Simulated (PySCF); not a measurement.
Mayer bond orders and bond lengths

Species: heptafluorobutyric acid, C₄HF₇O₂.
SMILES with atom numbers: `[O:1]=[C:2]([OH:3])[C:4]([F:5])([F:6])[C:7]([F:8])([F:9])[C:10]([F:11])([F:12])[F:13]` (hydrogens: H14 on O3)

Cartesian coordinates in Å at the GFN2-xTB level; atoms count from 1:
```xyz
14
C4HF7O2 angstrom
O      1.6743    0.0787    1.7159
C      1.4638   -0.1574    0.5705
O      2.1425    0.2662   -0.4720
C      0.2781   -1.0603    0.0975
F     -0.2898   -1.6557    1.1610
F      0.7366   -2.0421   -0.7054
C     -0.8137   -0.2622   -0.6736
F     -0.2967    0.2272   -1.8165
F     -1.8293   -1.0733   -1.0128
C     -1.3744    0.9332    0.1488
F     -0.3863    1.7929    0.4228
F     -2.2982    1.5889   -0.5392
F     -1.9082    0.5426    1.2961
H      2.9004    0.8209   -0.2153
```

Bond orders from the PBE0/pcSseg-1 density (PySCF). The structure is a single GFN2-xTB conformer in the gas phase; no vibrational or solvent corrections.

Q: How far do the computed orders between heavy atoms stray from the drawn ones?

A: The largest departure is 0.174, at C2–O3 (drawn single, 1.174). Drawn single, order above 1.12: C2–O3 (1.174). Drawn single, order below 0.88: C2–C4 (0.851).

Q: Set the Mayer orders of the bonds between heavy atoms beside their lengths.

A: 
```
   bond  drawn as  length (Å)  Mayer order
  O1–C2    double       1.188        2.006
  C2–O3    single       1.314        1.174
  C2–C4    single       1.564        0.851
  C4–F5    single       1.345        0.998
  C4–F6    single       1.349        0.961
  C4–C7    single       1.557        0.882
  C7–F8    single       1.347        0.974
  C7–F9    single       1.343        0.970
 C7–C10    single       1.556        0.882
C10–F11    single       1.338        0.990
C10–F12    single       1.325        1.027
C10–F13    single       1.324        1.045
```

By pair of heavy elements: C–O: lowest C2–O3 (1.174, 1.314 Å), highest O1–C2 (2.006, 1.188 Å). C–C: lowest C2–C4 (0.851, 1.564 Å), highest C4–C7 and C7–C10 (0.882, 1.557 Å). C–F: lowest C4–F6 (0.961, 1.349 Å), highest C10–F13 (1.045, 1.324 Å). Bonds named together lie within 0.004.

Q: And the bonds to hydrogen?

A: H–O: 0.92 (1 bond).

Q: Sum the orders of all bonds at each heavy atom with more than one neighbour and set the sums beside the valence in the SMILES.

A: C2 4.031 (drawn 4), O3 2.089 (drawn 2), C4 3.692 (drawn 4), C7 3.708 (drawn 4), C10 3.944 (drawn 4). Orders between atoms that aren't bonded are not in these sums.

Mayer orders depend on the basis set.
